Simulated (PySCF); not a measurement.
# BH₃ + Br₂ → BH + 2 HBr

Level: PBE0 in the def2-TZVP basis family, all electrons, no relativity, computed in PySCF with density fitting; open shells unrestricted.

```csv
species,state and structure,ZPE (kJ/mol),H(298 K) − H(0) (kJ/mol),S° (J/(mol K))
BH₃,"singlet, D3h, B–H 1.193 Å (×3)",68.6,10.1,188.4
Br₂,"singlet, D∞h, Br–Br 2.281 Å",2.0,9.7,244.8
BH,"singlet, C∞v, B–H 1.241 Å",13.9,8.7,172.0
HBr,"singlet, C∞v, H–Br 1.421 Å",16.0,8.7,198.5
```

(1) Is the gas-phase reaction uphill or downhill in electronic energy at this level, and by how much?

(2) Add zero-point, thermal and entropy terms for 298.15 K and 1 bar.

## Answers

(1) At PBE0/def2-TZVP, ΔE = 285.7 kJ/mol, uphill. 

(2) ΔZPE = -24.7 and Δ[H(298) − H(0)] = 6.3 kJ/mol give ΔH° = 267.3 kJ/mol. ΔS° = 135.8 J/(mol K), so ΔG° = 267.3 − 298.15 × (0.1358) = 227 kJ/mol. ΔG° would change sign near 1970 K if ΔH° and ΔS° stayed fixed.

Only the bonding shown was studied: isomers, or loss of a ligand pair, can lie lower.
